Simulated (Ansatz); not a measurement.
Program: Ansatz. Geometries: PBE0-D4/def2-TZVP. ΔE: electronic, gas phase. CCSD(T)/CBS adds triple-zeta CCSD(T) − MP2 to the extrapolated MP2 energy (def2 sets, frozen cores). DFT in def2-TZVPP. B3LYP here is the variant with VWN-RPA as its local correlation; programs differ in this. Each species was taken in one conformer, which may not be the lowest.

`N[SiH2]O[SiH2]N` + `N[SiH](F)[Si](N)(Cl)Cl` → `N[SiH2][Si](N)(Cl)Cl` + `N[SiH2]O[SiH](N)F`  (redistribution)

**Question.** Is it downhill or uphill in electronic energy at CCSD(T)/CBS, and by how much? (Best estimate.)

**Answer.** Ansatz gave: Downhill: ΔE = -0.15 eV.

**Question.** What do these levels give: r2SCAN-D4, PBE0-D4, B2PLYP, B3LYP, HF/def2-TZVPP, SCS-MP2/def2-TZVPP, CCSD/def2-TZVPP, CCSD(T)/def2-TZVPP, HF/def2-QZVPP, SCS-MP2/def2-QZVPP, HF/CBS(def2), MP2/CBS(def2)? (Best estimate.)

**Answer.** Computed: r2SCAN-D4 -0.15, PBE0-D4 -0.15, B2PLYP -0.11, B3LYP -0.09, HF/def2-TZVPP -0.12, SCS-MP2/def2-TZVPP -0.13, CCSD/def2-TZVPP -0.16, CCSD(T)/def2-TZVPP -0.16, HF/def2-QZVPP -0.12, SCS-MP2/def2-QZVPP -0.13, HF/CBS(def2) -0.12, MP2/CBS(def2) -0.14 eV.

Largest T1 diagnostic among the species: 0.011.

The D4 term adds −0.05 eV with B3LYP and −0.02 eV with PBE0; it sums over pairs of atoms, weighted by their polarisabilities, and B3LYP, whose exchange is more repulsive, gets the larger term.
